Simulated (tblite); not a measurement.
Species: hexylamine, C6H15N.
Numbering: `[CH3:1][CH2:2][CH2:3][CH2:4][CH2:5][CH2:6][NH2:7]` (hydrogens: H8, H9, H10 on C1; H11, H12 on C2; H13, H14 on C3; H15, H16 on C4; H17, H18 on C5; H19, H20 on C6; H21, H22 on N7)

Computed with GFN2-xTB (tblite), gas phase: Langevin dynamics at 200 K from the optimised GFN2-xTB geometry, time step 0.5 fs, friction 0.01 fs⁻¹, 2000 steps.

Start geometry:
```
atom  x, y, z in Å
C1     -3.510    0.177    0.289
C2     -2.192    0.307   -0.466
C3     -1.022   -0.263    0.333
C4      0.308   -0.088   -0.394
C5      1.473   -0.690    0.387
C6      2.818   -0.373   -0.266
N7      3.048    1.063   -0.274
H8     -3.462    0.711    1.236
H9     -4.330    0.588   -0.295
H10    -3.727   -0.868    0.498
H11    -2.268   -0.218   -1.420
H12    -1.998    1.360   -0.683
H13    -0.973    0.238    1.302
H14    -1.198   -1.326    0.519
H15     0.252   -0.562   -1.376
H16     0.508    0.973   -0.549
H17     1.473   -0.290    1.405
H18     1.357   -1.773    0.454
H19     3.612   -0.933    0.258
H20     2.804   -0.707   -1.308
H21     3.079    1.416    0.677
H22     3.937    1.278   -0.714
```

The statistics below take the 31 frames saved every 25 fs from 250 to 1000 fs; their kinetic temperature (all 3N coordinates) averages 222 K.

Problem. Give the mean, spread and extremes of the bond lengths.

Solution. 
```csv
bond,start (Å),mean (Å),standard deviation (Å),shortest (Å),longest (Å)
C1–C2,1.524,1.530,0.025,1.488,1.579
C2–C3,1.527,1.530,0.026,1.475,1.579
C3–C4,1.526,1.529,0.023,1.487,1.572
C4–C5,1.526,1.535,0.028,1.482,1.591
C5–C6,1.528,1.540,0.026,1.496,1.593
C6–N7,1.455,1.457,0.024,1.403,1.499
C1–H8,1.088,1.092,0.037,1.013,1.178
C1–H9,1.088,1.091,0.017,1.059,1.125
C1–H10,1.088,1.089,0.014,1.066,1.114
C2–H11,1.092,1.096,0.021,1.057,1.136
C2–H12,1.092,1.099,0.019,1.060,1.133
C3–H13,1.093,1.097,0.033,1.035,1.194
C3–H14,1.093,1.096,0.020,1.033,1.132
C4–H15,1.092,1.097,0.026,1.055,1.152
C4–H16,1.091,1.097,0.023,1.042,1.164
C5–H17,1.093,1.095,0.029,1.043,1.148
C5–H18,1.092,1.097,0.028,1.030,1.145
C6–H19,1.105,1.095,0.036,1.034,1.160
C6–H20,1.094,1.099,0.026,1.061,1.150
N7–H21,1.015,1.017,0.020,0.973,1.050
N7–H22,1.014,1.016,0.022,0.973,1.061
```

Problem. Give the same statistics for bond angles, one of each kind among heavy atoms.

Solution. 
| angle | start (°) | mean (°) | standard deviation (°) | smallest (°) | largest (°) |
| --- | --- | --- | --- | --- | --- |
| C1–C2–C3 | 111.8 | 113.0 | 4.0 | 104.3 | 120.8 |
| C2–C3–C4 | 112.1 | 110.7 | 2.5 | 107.1 | 116.5 |
| C3–C4–C5 | 112.1 | 113.3 | 2.8 | 105.3 | 118.8 |
| C4–C5–C6 | 111.8 | 111.4 | 3.0 | 106.1 | 116.8 |
| C5–C6–N7 | 110.3 | 110.4 | 3.0 | 103.9 | 117.8 |

Problem. How far does each atom move about its mean position (frames aligned on the start, all atoms weighted alike), and what rms force does it feel?

Solution. 
```tsv
atom	rms displacement (Å)	rms force (eV/Å)
C1	0.11	1.62
C2	0.14	1.53
C3	0.10	1.61
C4	0.11	1.71
C5	0.10	1.62
C6	0.09	1.83
N7	0.22	1.66
H8	0.31	1.24
H9	0.22	0.65
H10	0.32	0.60
H11	0.26	0.74
H12	0.28	0.76
H13	0.18	1.01
H14	0.16	0.74
H15	0.16	0.86
H16	0.17	0.73
H17	0.18	1.00
H18	0.18	1.04
H19	0.24	1.25
H20	0.22	0.89
H21	0.43	0.93
H22	0.29	0.93
```

The displacements run from 0.09 to 0.43 Å, the largest at H21.

Problem. Follow the torsions C1–C2–C3–C4, C2–C3–C4–C5, C3–C4–C5–C6 and C4–C5–C6–N7 through every second one of these frames.

Solution. 
```
t (fs)  C1–C2–C3–C4 (°)  C2–C3–C4–C5 (°)  C3–C4–C5–C6 (°)  C4–C5–C6–N7 (°)
   250              168              177              170               76
   300              172             -178              177               68
   350              168              172             -179               59
   400              165              169              180               49
   450              173              169             -179               54
   500              163              178             -168               46
   550              169              176             -171               60
   600              179              173             -178               73
   650             -171              180             -177               78
   700             -175             -179             -165               65
   750             -178             -177             -169               60
   800             -168             -171              171               63
   850             -177             -172              173               72
   900              163             -177             -178               78
   950              158             -179             -173               67
  1000              162              176             -169               45
```

Largest departure from the start value over all these frames: C1–C2–C3–C4 26° (start -178°), C2–C3–C4–C5 12° (start -179°), C3–C4–C5–C6 20° (start -174°), C4–C5–C6–N7 18° (start 63°).

The run is classical and short, so these are rough statistics of one trajectory.

The cost below is that of the whole dynamics run. Hardware: Intel Xeon Platinum 8488C, one thread, no GPU, shared host with 192 logical CPUs at a one-minute load of 37. Cost: 12 s wall, 0.18 GiB resident at most.
